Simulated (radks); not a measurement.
Nd14+, 46 electrons, occupied as [Ar] 3d10 4s1 4p6 4d10 5s1 (not the ground configuration).

All-electron calculation, scalar-relativistic Kohn-Sham, PBE, spin-polarised, spherical densities, finite nucleus; open shells are filled with parallel spins first (spin-orbit coupling, left out, can overturn this in heavy ions); Fermi nuclear charge, rms radius 4.9123 fm. Program: a radial shooting solver on a logarithmic mesh with Libxc functionals.

Energy parts (Ry):
part                       energy
total                 -19110.4058
kinetic                20344.0896
electron-nucleus      -45424.3051
Hartree                 6393.0925
exchange-correlation    -423.2829

Orbitals (lengths in bohr, moments of r in powers of bohr; <r^-3> diverges for s and p1/2; r(90%) holds 90 % of the orbital's charge):
1s up: occ. 1; eigenvalue (Ry) -3211.438; r(90%) 0.0426
1s down: occ. 1; eigenvalue (Ry) -3211.383; r(90%) 0.0426
2s up: occ. 1; eigenvalue (Ry) -537.4792; r(90%) 0.156
2s down: occ. 1; eigenvalue (Ry) -537.4416; r(90%) 0.156
2p up: occ. 3; eigenvalue (Ry) -482.7916; r(90%) 0.145; <r^-3> 9017
2p down: occ. 3; eigenvalue (Ry) -482.7537; r(90%) 0.145; <r^-3> 9017
3s up: occ. 1; eigenvalue (Ry) -133.4731; r(90%) 0.390
3s down: occ. 1; eigenvalue (Ry) -133.4253; r(90%) 0.390
3p up: occ. 3; eigenvalue (Ry) -116.2180; r(90%) 0.395; <r^-3> 1840
3p down: occ. 3; eigenvalue (Ry) -116.1690; r(90%) 0.395; <r^-3> 1840
3d up: occ. 5; eigenvalue (Ry) -92.28430; r(90%) 0.376; <r^-3> 251.1
3d down: occ. 5; eigenvalue (Ry) -92.23691; r(90%) 0.376; <r^-3> 251.1
4s up: occ. 1; eigenvalue (Ry) -42.61599; r(90%) 0.846
4s down: occ. 0; eigenvalue (Ry) -42.46049; r(90%) 0.846
4p up: occ. 3; eigenvalue (Ry) -36.78468; r(90%) 0.895; <r^-3> 433.9
4p down: occ. 3; eigenvalue (Ry) -36.63243; r(90%) 0.895; <r^-3> 433.4
4d up: occ. 5; eigenvalue (Ry) -28.45501; r(90%) 0.972; <r^-3> 52.07
4d down: occ. 5; eigenvalue (Ry) -28.30617; r(90%) 0.972; <r^-3> 52.07
5s up: occ. 1; eigenvalue (Ry) -19.07638; r(90%) 1.64
5s down: occ. 0; eigenvalue (Ry) -18.90361; r(90%) 1.64

The highest occupied level is 5s up at -259.55 eV. The configuration is held as typed, so some empty levels lie below it. The spin density at the nucleus is 1664 e/bohr^3 (1s 6, 2s 2, 3s 1, 4s 1284, 5s 371). The density falls to 0.001 e/bohr^3 at r = 2.11 bohr. Spin moment in Bohr magnetons: 2.
